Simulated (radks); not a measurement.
Values are calculated unless marked as measured or tabulated.
Coulomb parameter of the 4f shell of the holmium ion Ho+ in the model configuration [Xe] 4f10 5d1 6s1, as a second difference U = [E(n + 1) + E(n - 1) - 2 E(n)] / (1)^2 with all orbitals relaxed. "Bare": the charge of the atom changes with n. "Screened": the 5d shell takes up the change at fixed total charge, which measures U(4f,4f) + U(5d,5d) - 2 U(4f,5d). Code: a radial shooting solver on a logarithmic mesh with Libxc functionals. Model: scalar-relativistic Kohn-Sham, PBE, spin-unpolarised, spherical densities, finite nucleus; Fermi nuclear charge, rms radius 5.2022 fm.

case             configuration  E - E(n) (eV)
start        [Xe] 4f10 5d1 6s1          0.000
bare +1      [Xe] 4f11 5d1 6s1         -8.759
bare -1       [Xe] 4f9 5d1 6s1         24.455
screened +1      [Xe] 4f11 6s1         -5.238
screened -1   [Xe] 4f9 5d2 6s1         10.470

U(bare) = 15.696 eV, U(screened by 5d) = 5.232 eV, against the Slater integral F0(4f,4f) = 32.091 eV with frozen orbitals.
